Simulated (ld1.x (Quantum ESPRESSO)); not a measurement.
**Building the PAW potential for cerium (Ce) (LDA (PZ), scalar-relativistic).**

The input file (ld1.x (Quantum ESPRESSO) 7.5):

```
&input
   title='Ce', zed=58., rel=1, dft='PZ', iswitch=3,
   config='[Xe] 4f1 5d1 6s1.5 6p0',
   nld=3, rlderiv=4.50, eminld=-5.0, emaxld=5.0, deld=0.02
 /
 &inputp
   pseudotype=3, lpaw=.true., tm=.true., lloc=-1, rcloc=4.10,
   nlcc=.true., new_core_ps=.true.,
   which_augfun='PSQ', rmatch_augfun_nc=.true.,
   file_pseudopw='Ce.UPF', file_wfcaegen='ae.wfc', file_wfcncgen='nc.wfc', file_beta='beta', file_chi='chi', file_wfcusgen='us.wfc'
 /
6
5S  1  0   2.00   0.00  2.25  2.95  0.0
6S  2  0   1.50   0.00  2.25  2.95  0.0
5P  2  1   6.00   0.00  2.65  2.80  0.0
6P  3  1   0.00   0.00  2.65  2.80  0.0
5D  3  2   1.00   0.00  3.95  4.15  0.0
5D  3  2   0.00   0.60  3.95  4.15  0.0
 &test
   configts(1)='5s2 5p6 5d1 6s1.5 6p0'
 /
```

Command:

```bash
ld1.x < Ce.in > Ce.out
```

Output (shortened: banner, matrices, multipoles, cross overlaps and the repeated all-electron block are left out):

```
Program LD1 v.7.5
     --------------------------- All-electron run ----------------------------

     Ce
     scalar relativistic calculation

     atomic number is 58.00
     dft =PZ   lsd =0 sic =0 latt =0  beta=0.20 tr2=1.0E-14
     Exchange-correlation= PZ
                           (   1   1   0   0   0   0   0)
     mesh =1255 r(mesh) = 100.94310 a.u. xmin = -7.00 dx = 0.01250
     1 Ry =  13.60569312 eV, c = 137.03599908

     n l     nl                  e(Ry)          e(Ha)          e(eV)
     1 0     1S 1( 2.00)     -2957.0548     -1478.5274    -40232.7801
     2 0     2S 1( 2.00)      -473.7250      -236.8625     -6445.3570
     2 1     2P 1( 6.00)      -424.5008      -212.2504     -5775.6279
     3 0     3S 1( 2.00)      -102.1401       -51.0701     -1389.6873
     3 1     3P 1( 6.00)       -86.4838       -43.2419     -1176.6724
     4 0     4S 1( 2.00)       -20.8065       -10.4033      -283.0874
     4 1     4P 1( 6.00)       -15.6913        -7.8457      -213.4912
     3 2     3D 1(10.00)       -64.1855       -32.0928      -873.2883
     5 0     5S 1( 2.00)        -3.2030        -1.6015       -43.5789
     5 1     5P 1( 6.00)        -1.9217        -0.9609       -26.1465
     4 2     4D 1(10.00)        -8.3274        -4.1637      -113.3002
     4 3     4F 1( 1.00)        -0.6222        -0.3111        -8.4659
     5 2     5D 1( 1.00)        -0.4307        -0.2153        -5.8596
     6 0     6S 1( 1.50)        -0.4592        -0.2296        -6.2477
     6 1     6P 1( 0.00)        -0.2525        -0.1262        -3.4353

     final scf error:  4.3E-15 reached in  38 iterations

     Etot =  -17707.590348 Ry,   -8853.795174 Ha, -240924.040222 eV

     Ekin =   18764.635945 Ry,    9382.317973 Ha,  255305.878236 eV
     Encl =  -42894.777275 Ry,  -21447.388637 Ha, -583613.176179 eV
     Eh   =    6827.595527 Ry,    3413.797763 Ha,   92894.169507 eV
     Exc  =    -405.044545 Ry,    -202.522273 Ha,   -5510.911785 eV

     normalization and overlap integrals

     s(1S/1S) =  1.000000  <r> =   0.0246  <r2> =    0.0008  r(max) =   0.0158
     s(2S/2S) =  1.000000  <r> =   0.1053  <r2> =    0.0131  r(max) =   0.0887
     s(2P/2P) =  1.000000  <r> =   0.0924  <r2> =    0.0104  r(max) =   0.0717
     s(3S/3S) =  1.000000  <r> =   0.2790  <r2> =    0.0889  r(max) =   0.2534
     s(3P/3P) =  1.000000  <r> =   0.2770  <r2> =    0.0889  r(max) =   0.2502
     s(4S/4S) =  1.000000  <r> =   0.6377  <r2> =    0.4589  r(max) =   0.5928
     s(4P/4P) =  1.000000  <r> =   0.6752  <r2> =    0.5185  r(max) =   0.6154
     s(3D/3D) =  1.000000  <r> =   0.2537  <r2> =    0.0759  r(max) =   0.2049
     s(5S/5S) =  1.000000  <r> =   1.5145  <r2> =    2.5783  r(max) =   1.3697
     s(5P/5P) =  1.000000  <r> =   1.7582  <r2> =    3.5058  r(max) =   1.5327
     s(4D/4D) =  1.000000  <r> =   0.7448  <r2> =    0.6434  r(max) =   0.6551
     s(4F/4F) =  1.000000  <r> =   1.0990  <r2> =    1.6013  r(max) =   0.7061
     s(5D/5D) =  1.000000  <r> =   2.8260  <r2> =    9.4877  r(max) =   2.1751
     s(6S/6S) =  1.000000  <r> =   4.1047  <r2> =   18.9456  r(max) =   3.5861
     s(6P/6P) =  1.000000  <r> =   5.2606  <r2> =   31.2077  r(max) =   4.6046

     ------------------------ End of All-electron run ------------------------

     --------------------- Generating PAW atomic setup --------------------

      Generating local potential from pseudized AE potential:
      Matching radius rcloc =   4.1000

      Local pseudo, rcloc= 4.115 Estimated cut-off energy=     3.72 Ry

      Computing core charge for nlcc:

       r > 1.12 : true rho core
      Core charge pseudized with two Bessel functions
      Integrated core pseudo-charge :  21.44
      Wfc-us  5S rcutus= 2.973  Estimated cut-off energy=     6.59 Ry
      Wfc-us  6S rcutus= 2.973  Estimated cut-off energy=    13.46 Ry
      Wfc-us  5P rcutus= 2.828  Estimated cut-off energy=    10.75 Ry
      Wfc-us  6P rcutus= 2.828  Estimated cut-off energy=    20.00 Ry
      Wfc-us  5D rcutus= 4.115  Estimated cut-off energy=     6.99 Ry
      Wfc-us  5D rcutus= 4.115  Estimated cut-off energy=     6.19 Ry

     Required augmentation: PSQ   radius:    4.150000
      Problem with multipole  5  2:  6  2 l3=  4      0.0000119
      Problem with multipole  6  2:  6  2 l3=  4     -0.0000183

     Q pseudized with Bessel functions
     Expected ecutrho=      50.3370 due to l1=  0   l2=  2

     Estimated PAW energy = -457.962202 Ryd

     ------------------- End of pseudopotential generation -------------------

     Computing logarithmic derivative in   4.51916
     Computing logarithmic derivative in   4.51916
     Computing the partial wave expansion
     R is outside the sphere for l=    0 j= 0.00
     R is outside the sphere for l=    0 j= 0.00
     R is outside the sphere for l=    1 j= 0.00
     R is outside the sphere for l=    1 j= 0.00
     R is outside the sphere for l=    2 j= 0.00
     R is outside the sphere for l=    2 j= 0.00

     ---------------------- Testing the pseudopotential ----------------------

     Ce
     scalar relativistic calculation

     atomic number is 58.00   valence charge is 11.00
     dft = SLA  PZ   NOGX NOGC   lsd =0 sic =0 latt =0  beta=0.20 tr2=1.0E-14
     mesh =1255 r(mesh) = 100.94310 xmin = -7.00 dx = 0.01250

     n l     nl             e AE (Ry)        e PS (Ry)    De AE-PS (Ry)
     1 0     5S   1( 2.00)       -3.20299       -3.20297       -0.00002
     2 1     5P   1( 6.00)       -1.92173       -1.92171       -0.00002
     3 2     5D   1( 1.00)       -0.43068       -0.43067       -0.00001
     2 0     6S   1( 1.50)       -0.45920       -0.45919       -0.00000
     3 1     6P   1( 0.00)       -0.25249       -0.25249       -0.00000

     eps = 4.7E-15  iter =  4

     Etot =  -17707.590348 Ry,   -8853.795174 Ha, -240924.040222 eV
     Etotps =  -457.962201 Ry,    -228.981101 Ha,   -6230.893174 eV

     Ekin =     114.407543 Ry,      57.203771 Ha,    1556.593917 eV
     Encl =    -215.607799 Ry,    -107.803900 Ha,   -2933.493552 eV
     Ehrt =      48.282667 Ry,      24.141334 Ha,     656.919154 eV
     Ecxc =    -405.044612 Ry,    -202.522306 Ha,   -5510.912694 eV
     (Ecc =     -57.541804 Ry,     -28.770902 Ha,    -782.896131 eV)

     ---------------------- End of pseudopotential test ----------------------
```

Generation and configuration tests took about 2.3 s on one core of a shared server CPU.
